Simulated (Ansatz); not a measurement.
Cost and result up the ladder for the cluster Ti2O5H2 (9 atoms). Total charge 0; singlet. Geometry: PBE-D4/def2-SVP.

```xyz
9

Ti    0.3959    0.8587    0.7485
Ti   -0.3896   -0.8656   -0.7457
O     1.0674    0.5412   -0.8244
O     1.0366    2.0720    1.9320
O    -0.9980   -2.2305   -1.7703
O     0.2694   -0.9756    0.9777
O    -1.3421    0.4929   -0.2181
H    -1.7970   -2.5983   -2.1813
H     1.7573    2.7051    2.0815
```

Ansatz on 4 threads of Arm Neoverse V2 on a shared host. Times are rough, and most runs start from the orbitals of an earlier one. PBE0-D4/def2-TZVPD serves as the yardstick here, not as an exact answer. Differences are given only for rows in sets of like size (and for xTB, whose basis is part of the method), since another set adds its own error. Binding counts from free atoms at the same level (Ti triplet, O triplet, H doublet; other spins of the atoms weren't run), without zero-point energy or a counterpoise term.

Correlated methods freeze 15 core orbitals; core or outer-core shells of Ti are correlated, in sets that lack core-valence functions. The rows differ in basis, and correlated rows in double-zeta sets carry the largest basis error. The structure comes from a short search, and lower isomers may exist.

Correlated methods converge slowly with the basis, most of all in double-zeta sets.

```
             level  functions  binding energy per atom (eV)  difference from PBE0-D4/def2-TZVPD (eV)                         remarks
  CCSD(T)/def2-SVP        142                          4.54                                        –                               –
PBE0-D4/def2-TZVPD        314                          4.80                                     0.00                               –
     MP2/def2-TZVP        257                          5.07                                     0.27  test for broken spin undecided
         HF/STO-3G         63                          4.29                                        –                               –
  B97M-V/def2-TZVP        257                          4.91                                     0.11                               –
  PBE0-D4/def2-SVP        142                          4.81                                        –                               –
      HF/def2-TZVP        257                          2.58                                    -2.22                               –
   PBE-D4/def2-SVP        142                          5.33                                        –                               –
 PBE0-D4/def2-TZVP        257                          4.79                                    -0.01                               –
```

(1) Estimate how long each takes.

Results:

(1) HF/STO-3G 0.4 s; PBE-D4/def2-SVP 2 s; PBE0-D4/def2-SVP 3.1 s; HF/def2-TZVP 4.6 s; MP2/def2-TZVP 7 s; PBE0-D4/def2-TZVP 8 s; PBE0-D4/def2-TZVPD 11 s; B97M-V/def2-TZVP 16 s; CCSD(T)/def2-SVP 56 s. On shared hardware such times vary by a factor of up to 3.
